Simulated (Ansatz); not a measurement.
Job for Ansatz (a first-principles code): U-PBE/def2-TZVPPD on OH (SMILES [OH]). The basis file is the Basis Set Exchange's JSON of that set.

Ansatz 0.2 input:
```yaml
crystal:
  periodic: [false, false, false]
  atoms:
    - {symbol: O, position_ang: [0.00000000, 0.00000000, 0.48836012]}
    - {symbol: H, position_ang: [-0.00000000, -0.00000000, -0.48836012]}
basis:
  gaussian:
    orbitals: def2-TZVPPD.json
hamiltonian:
  xc: {name: PBE}
magnetization: {spin_polarized: true, initial_magnetization: 1}
```

The log:

```
WARN ansatz: RAYON_NUM_THREADS=1 ignored (pool sized by the plan → 1); use --threads N
Functional definition: PBE
integrals: 0.00 GiB planned
243 factors; their error is unknown
mean field: 0.10 GiB planned
mean field evaluation 1: about -2057.7123 eV, gradient 2.3e1 eV
mean field evaluation 2: about -2053.3049 eV, gradient 4.1e1 eV
mean field evaluation 4: about -2059.5126 eV, gradient 3.5e-1 eV
mean field evaluation 8: about -2059.5093 eV, gradient 2.4e-3 eV
mean field evaluation 16: about -2059.5137 eV, gradient 2.5e-1 eV
mean field -2059.50925883 eV, -75.6855692763 hartree, gradient 6.2e-6 eV, S^2 0.752238; 1 other end points of the search recorded, 0 dependent functions left out
reference -2059.50930004 eV, -75.6855707911 hartree; 5, 4 occupied and 52, 53 virtual orbitals, 243 factors
Total energy: -2059.50930004 eV, -75.6855707911 hartree
```

The run converged.

Cost: very roughly 0.8 core-seconds.
